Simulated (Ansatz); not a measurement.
Basis sets compared for the cluster Ag₂H₃⁻ (the lowest singlet isomer of a short search). The state is a singlet with charge -1. Geometry r2SCAN-D4/def2-TZVPD. Ansatz on 4 threads of Arm Neoverse V1 on a shared host; times are rough, and most runs start from earlier orbitals.

```xyz
5

Ag   -0.135   -0.710   -1.221
Ag   -0.086    0.672    1.247
H     0.726    1.514    2.416
H    -1.130   -0.197    0.133
H     0.625   -1.279   -2.575
```

In the def2 sets Ag takes a core potential; there is no spin–orbit coupling. The structure comes from a short search, and lower isomers may exist.

| level | functions | energy (Eh) | HOMO (eV) | LUMO (eV) | wall time |
| --- | --- | --- | --- | --- | --- |
| PBE-D4/def2-SVPD | 92 | -295.7872 | -1.00 | 2.78 | 0.75 s |
| PBE0-D4/def2-SVPD | 92 | -295.7462 | -2.01 | 3.33 | 0.9 s |

**Question.** Estimate the rows for PBE-D4/def2-TZVPD (with forces), PBE0-D4/def2-TZVPD.

**Answer.** 
```json
{"level": "PBE-D4/def2-TZVPD (with forces)", "functions": "107", "energy (Eh)": "-295.8675", "HOMO (eV)": "-1.03", "LUMO (eV)": "2.80", "wall time": "0.9 s"}
{"level": "PBE0-D4/def2-TZVPD", "functions": "107", "energy (Eh)": "-295.8223", "HOMO (eV)": "-2.04", "LUMO (eV)": "3.36", "wall time": "1.4 s"}
```
